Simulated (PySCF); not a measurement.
InCl2I, SMILES [In]([I])([Cl])[Cl].

Geometry optimised at B3LYP-D3(BJ)/def2-SVP. The def2 effective core potentials stand for the cores of I, In; spin–orbit coupling is left out.

The numbers are results of TDA-M06-2X/def2-SVPD (PySCF), not measurements.

Vertical excitations. Isolated molecule, no solvent. State labels are in the subgroup C2v.

| state | symmetry | energy (eV) | λ (nm) | f | main pairs |
|---|---|---|---|---|---|
| S1 | B2 | 4.15 | 299 | 0.014 | HOMO→LUMO 97 % |
| S2 | B1 | 4.25 | 292 | 0.006 | HOMO−1→LUMO 97 % |
| S3 | A2 | 5.20 | 239 | 0.000 | HOMO→LUMO+1 98 % |
| S4 | A1 | 5.23 | 237 | 0.067 | HOMO−2→LUMO 64 %, HOMO−1→LUMO+1 28 % |
| S5 | B2 | 5.24 | 237 | 0.021 | HOMO−3→LUMO 94 % |
| S6 | A2 | 5.28 | 235 | 0.000 | HOMO−4→LUMO 95 % |
| S7 | A1 | 5.65 | 219 | 0.069 | HOMO−1→LUMO+1 52 %, HOMO−6→LUMO 35 %, HOMO−2→LUMO 9 % |
| S8 | B1 | 5.70 | 217 | 0.028 | HOMO−5→LUMO 94 % |
| S9 | B1 | 6.08 | 204 | 0.005 | HOMO−2→LUMO+1 96 % |
| S10 | A2 | 6.23 | 199 | 0.000 | HOMO−3→LUMO+1 98 % |
| T1 | B2 | 3.80 | 326 | 0 | HOMO→LUMO 96 % |
| T2 | B1 | 3.92 | 316 | 0 | HOMO−1→LUMO 96 % |
| T3 | A1 | 4.54 | 273 | 0 | HOMO−2→LUMO 91 % |
| T4 | B2 | 4.88 | 254 | 0 | HOMO−3→LUMO 94 % |
Triplets are in the Tamm–Dancoff approximation.
